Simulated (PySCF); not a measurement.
Si(Me)(OH)2(SMe), SMILES O[Si](SC)(O)C, CAM-B3LYP/def2-SVP optimised geometry.

```
14

C     -0.67     1.78     1.43
S     -1.54     1.05     0.00
Si    -0.71    -0.93     0.00
C      1.14    -0.93     0.00
O     -1.38    -1.67    -1.32
O     -1.16    -1.79     1.34
H      0.39     1.96     1.21
H     -1.16     2.73     1.66
H     -0.75     1.12     2.31
H      1.51    -1.96    -0.04
H      1.54    -0.46     0.91
H      1.54    -0.38    -0.87
H     -1.50    -1.16    -2.13
H     -2.10    -1.93     1.46
```

Density from CAM-B3LYP/def2-TZVP (PySCF 2.14.0) at that geometry.

Minimum of the electron density along straight lines between bonded atoms, close to the bond critical point (lines longer than 1.1 times the sum of covalent radii, or with two minima, are not listed):

```csv
bond,length / Å,ρ at the minimum / e bohr⁻³,∇²ρ there / e bohr⁻⁵,position (fraction from the first atom)
C1–S2,1.827,0.175,-0.28,0.47
S2–Si3,2.147,0.103,0.07,0.64
Si3–C4,1.854,0.131,0.16,0.39
Si3–O5,1.657,0.137,0.76,0.41
Si3–O6,1.652,0.139,0.77,0.41
C1–H7,1.098,0.277,-0.95,0.65
C1–H8,1.097,0.277,-0.95,0.65
C1–H9,1.098,0.277,-0.95,0.65
C4–H10,1.101,0.267,-0.88,0.64
C4–H11,1.100,0.267,-0.88,0.64
C4–H12,1.100,0.268,-0.88,0.64
O5–H13,0.962,0.352,-2.39,0.81
O6–H14,0.964,0.351,-2.38,0.81
```
